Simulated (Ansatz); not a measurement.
The cluster ZrCu4⁺, relaxed as a quartet with UKS PBE-D4/def2-SVP in Ansatz, starting from the PBE-D4/def2-SVP geometry of the charge +1 doublet. Force threshold 0.02 eV/Å.

In the def2 sets Zr takes a core potential; there is no spin–orbit coupling. At PBE-D4/def2-SVP a doublet of charge 1 lies 0.07 eV below the quartet, each at its own geometry. The structure comes from a short search, and lower isomers may exist.

Start:

```xyz
5

Zr    1.248    0.435   -0.748
Cu   -0.684   -1.054   -1.519
Cu   -1.175    0.889   -0.137
Cu    0.117   -1.257    0.771
Cu    0.493    0.988    1.633
```

Task: Estimate the energy that the relaxation releases and the steps that it takes.

Result: 3.0 kcal/mol, in 4 steps; 25 s on 4 threads of Arm Neoverse V1 on a shared host. No frequencies were taken in this run, so the end may be a saddle point.

Task: Does the start keep its bonding and symmetry?

Result: By distances, no bond broke or formed. The bond that changes most is Cu3–Cu4, from 2.66 to 2.40 Å (atoms count from 1). Point group C2v at the start, C2v at the end, both within 0.05 Å.

Task: Predict the relaxed structure.

Result: 
```xyz
5

Zr    1.317    0.459   -0.789
Cu   -0.675   -1.072   -1.573
Cu   -1.168    0.760   -0.056
Cu   -0.006   -1.170    0.760
Cu    0.532    1.022    1.658
```
Bond lengths (bridged metal pairs left out): 5 × Cu–Cu 2.40 to 2.43 Å; 4 × Cu–Zr 2.61 to 2.63 Å.
